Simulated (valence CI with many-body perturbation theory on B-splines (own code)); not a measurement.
**O⁺: what the settings do**

Method: configuration interaction combined with many-body perturbation theory (CI+MBPT): five valence electrons over a frozen Dirac-Fock core [He], radial functions for each j: 6 s, 6 p, 5 d, 3 f, 1 g, with the one-electron correlation potential Σ1 (screened to all orders), the two-electron term Σ2, the three-electron term Σ3, Breit, model QED; selected single and double excitations, second order for the rest, scaled by the run's own slope (own B-spline code, finite nucleus).

Against 32 measured levels this calculation errs by 228 cm⁻¹ on average and by 935 at most. Among the levels kept, up to 1800 cm⁻¹ of a level comes from second order outside the variational space, and about a tenth of that is noise between levels of different J, which matters for small intervals.

The reference run has the lowest level 2s2 2p3 4S°_3/2 and an ionisation energy of 35.0868 eV. Its largest variational space holds 10204 state functions.

Changed runs:
A. size limit of the variational space 10000 → 3000
B. screening of Σ1 on → off; scale of Σ1 1 → 0
C. hole-hole ladder in Σ2 on → off; scale of Σ1 1 → 0; scale of Σ2 1 → 0; three-electron term on → off
D. scale of Σ1 1 → 2 (bad on purpose)

Excitation energies of the reference run in cm⁻¹, and shifts in cm⁻¹:

```csv
Level,Reference,A,B,C,D
2s2 2p3 2D°_5/2,27168,-52,-73,-60,+71
2s2 2p3 2D°_3/2,27189,-37,-73,-61,+73
2s2 2p3 2P°_3/2,40909,-47,-83,-161,+81
2s2 2p3 2P°_1/2,40911,-53,-83,-160,+81
2s 2p4 4P_5/2,119932,+59,+349,+536,-352
2s 2p4 4P_3/2,120092,+64,+346,+533,-350
2s 2p4 4P_1/2,120169,+22,+345,+532,-349
2s 2p4 2D_5/2,166474,+8.5,+253,+711,-255
2s 2p4 2D_3/2,166479,+19,+252,+710,-256
2s2 2p2 3s 4P_1/2,185059,+72,-649,-472,+652
2s2 2p2 3s 4P_3/2,185180,+80,-651,-473,+654
2s2 2p2 3s 4P_5/2,185335,+90,-655,-476,+657
Ionisation energy (eV),35.0868,-0.0021,-0.0839,-0.0559,+0.0842
```
